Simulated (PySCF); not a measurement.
## Computed structure and properties of Eu(NH2)3

System: Eu(NH2)3 (singlet in the valence; each metal's 4f electrons, 6 of them, lie in its core potential, out of spins and levels); start: displaced along the imaginary mode (C1). Method: PySCF 2.14.0, RKS B3LYP, Eu lcecp-1-SVP with ECP52, N def2-SVP, H def2-SVP; non-relativistic Hamiltonian with scalar-relativistic core potentials where named; density fitting; no spin-orbit coupling.

Input of the relaxation:

```python
mol = gto.M(atom='''
Eu     0.00000     0.00000     0.00000
N      2.25363     0.00000     0.00284
H      2.88899     0.24998     0.80528
H      2.88189    -0.24997    -0.80544
N     -1.12682     1.95170     0.01055
H     -1.30255     2.59502     0.80507
H     -1.58289     2.40270    -0.80565
N     -1.12681    -1.95170    -0.01339
H     -1.50406    -2.44411     0.80573
H     -1.38137    -2.55361    -0.80499''',
    basis={'Eu': 'lcecp-1-SVP', 'N': 'def2-SVP', 'H': 'def2-SVP'},
    ecp={'Eu': 'lcecp-1-SVP'},
    charge=0, spin=0)
mf = dft.RKS(mol, xc='B3LYP')
mf.grids.atom_grid = (50, 194)  # f atoms: unpruned, at least (60, 302)
mf = mf.density_fit()  # fitting sets: Eu AutoAux, N def2-universal-JKFIT, H def2-universal-JKFIT
mf.conv_tol = 1e-08; mf.max_cycle = 55
mf.kernel(dm0)  # dm0: converged density of the start geometry
# quasi-Newton relaxation in Cartesian coordinates to a largest gradient under 0.00045 Eh/bohr, steps kept in the point group
```

Run from Python with OMP_NUM_THREADS=2; the lines above give its settings. Where DIIS fails, smearing, a level shift and second-order steps follow.
It took 3.1 min on 2 threads of Arm Neoverse V2 (shared host), from the converged density of the start.

Course of the relaxation:

| step | energy above end (eV) | largest force component within the symmetry (eV/Å) |
| --- | --- | --- |
| 0 | 0.9292 | 1.105 |
| 1 | 0.8077 | 0.220 |
| 2 | 0.6538 | 0.736 |
| 3 | 0.6022 | 1.314 |
| 4 | 0.4554 | 0.725 |
| 5 | 0.4319 | 1.230 |
| 6 | 0.3813 | 0.692 |
| 7 | 0.3329 | 0.349 |
| 37 | 0.0008 | 0.048 |
| 38 | 0.0005 | 0.035 |
| 39 | 0.0003 | 0.029 |
| 40 | 0.0002 | 0.026 |
| 41 | 0.0001 | 0.024 |
| 42 | 0.0000 | 0.022 |
(The steps between are left out.)

Relaxed geometry (nearly C3v):

```xyz
10

Eu   -0.0079   -0.0094    0.0630
N     2.2157    0.0019    0.0033
H     2.8389    0.8111    0.0719
H     2.8390   -0.8022   -0.1088
N    -1.1105    1.9153    0.2309
H    -0.6971    2.8490    0.2985
H    -2.1217    2.0723    0.2346
N    -1.1144   -1.9213   -0.2088
H    -2.1275   -2.0622   -0.2445
H    -0.7146   -2.8545   -0.3401
```

```json
{"contact": "Eu1–N2 (NH2)", "Å": "2.224"}
{"contact": "Eu1–N5 (NH2)", "Å": "2.225"}
{"contact": "Eu1–N8 (NH2)", "Å": "2.226"}
```

On the finer grid (75, 302):

```
HOMO                                                          : -5.72 eV
LUMO                                                          : -1.43 eV
Dipole about the centre of mass                               : 0.20 D
Set of Mulliken populations of Eu1 outside the core potential : s 2.23, p 6.35, d 1.51, f 0.06
D3(BJ) dispersion energy (not in the energies)                : -0.292 eV
```

```json
{"atom": "Eu1", "Mulliken (e)": "0.86", "Löwdin (e)": "0.53", "spin (e)": "0.00"}
{"atom": "N2", "Mulliken (e)": "-0.49", "Löwdin (e)": "-0.31", "spin (e)": "0.00"}
{"atom": "H3", "Mulliken (e)": "0.10", "Löwdin (e)": "0.06", "spin (e)": "0.00"}
{"atom": "H4", "Mulliken (e)": "0.10", "Löwdin (e)": "0.06", "spin (e)": "0.00"}
{"atom": "N5", "Mulliken (e)": "-0.49", "Löwdin (e)": "-0.31", "spin (e)": "0.00"}
{"atom": "H6", "Mulliken (e)": "0.10", "Löwdin (e)": "0.06", "spin (e)": "0.00"}
{"atom": "H7", "Mulliken (e)": "0.10", "Löwdin (e)": "0.06", "spin (e)": "0.00"}
{"atom": "N8", "Mulliken (e)": "-0.50", "Löwdin (e)": "-0.31", "spin (e)": "0.00"}
{"atom": "H9", "Mulliken (e)": "0.10", "Löwdin (e)": "0.06", "spin (e)": "0.00"}
{"atom": "H10", "Mulliken (e)": "0.10", "Löwdin (e)": "0.06", "spin (e)": "0.00"}
```

The 4f levels lie in the core potential and are missing. Their spin isn't counted.

On the grid (50, 194), as all that follows. Harmonic modes: a minimum within the noise of the softest modes; lowest 11 cm⁻¹ (negative: unstable), highest 3552 cm⁻¹, zero-point energy 1.919 eV.

Taking off one NH2 (charge -1, singlet; the rest: singlet) in vacuum, both parts rigid, costs 10.47 eV; the small basis without counterpoise inflates it. Most of it is the attraction of opposite charges; other ways to part are cheaper, and one spin state was tried for the rest.

Rigid scan of NH2 along the line from its metal:

```
distance to N2 (Å)  energy (eV)
              1.92        0.944
              2.02        0.366
              2.12        0.080
              2.22        0.000
              2.32        0.062
              2.42        0.221
              2.62        0.705
              2.92        1.578
              3.32        2.690
              3.82        3.787
```

One start shape was tried, so this needn't be the lowest isomer.

An lcecp potential fixes the number of 4f electrons, so in runs with it no electron can move into or out of that shell.
